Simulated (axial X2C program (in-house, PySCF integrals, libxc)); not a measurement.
**Bond lengths and stretching modes, held linear, of OGaO⁺**

Calculated with an in-house all-electron X2C program for linear molecules (integrals from PySCF): two-component X2C with atomic mean-field Coulomb and Gaunt terms, Gaussian nuclei, basis O dyall-av3z, Ga dyall-v3z with contracted cores. Spin-free rows use the one-electron spin-free X2C Hamiltonian.

Masses O 15.995, Ga 68.926, O 15.995 u. States: 2c Ω = 3 (beyond evenly filled blocks: 2 × ω = 3/2); spin-free M_S = 1, Λ = 2 (beyond evenly filled blocks: 2 × π+α, 2 × π+β, 2 × π-α).

HF, spin-free: energies above the lowest point

```
r(O–Ga) (Å)  r(Ga–O) (Å)  E (meV)
     1.7033       1.7033    19.82
     1.7033       1.7470    10.30
     1.7033       1.7907    55.92
     1.7470       1.7033    10.30
     1.7470       1.7470     0.00
     1.7470       1.7907    44.87
     1.7470       1.8344   132.43
     1.7907       1.7033    55.92
     1.7907       1.7470    44.87
     1.7907       1.7907    89.08
     1.8344       1.7470   132.43
     1.8344       1.8344   262.80
```

Problem. Fit a quadratic surface with cubic terms in each bond: where is the minimum, and what are the two stretching wavenumbers?

Solution. At HF, spin-free: bonds 1.732 and 1.732 Å; harmonic stretches 724.3 and 885.6 cm⁻¹; force constants 5, 5 and coupling -0.05 mdyn/Å.

The other levels and Hamiltonians give:

```csv
Hamiltonian,level,r(O–Ga) (Å),r(Ga–O) (Å),lower stretch (cm⁻¹),upper stretch (cm⁻¹)
2c,PBE0,1.745,1.745,671.6,836.9
2c,HF,1.732,1.732,724.3,885.7
2c,TPSSh,1.753,1.753,657.9,822.3
2c,MP2,1.746,1.746,680.8,857.1
spin-free,PBE0,1.745,1.745,671.4,836.6
spin-free,TPSSh,1.753,1.753,657.7,822.0
spin-free,MP2,1.746,1.746,680.7,857.0
```

Each state is one determinant, the lowest of a limited PBE0 search; the stretches come from a fit to these few points and carry an uncertainty of a few per cent. Other orders of the atoms were not compared. MP2 freezes inner shells (threshold -2 hartree). The molecule was held linear; bending was not examined, so a bent shape may lie lower. Open-shell Ω = 0 determinants with evenly filled partner blocks cannot be reached by this program, so the Ω shown need not be the lowest component. Note: functional without a current term on a determinant with orbital currents, of the molecule or an atom. Note: several unpaired electrons, one determinant need not be a pure state.
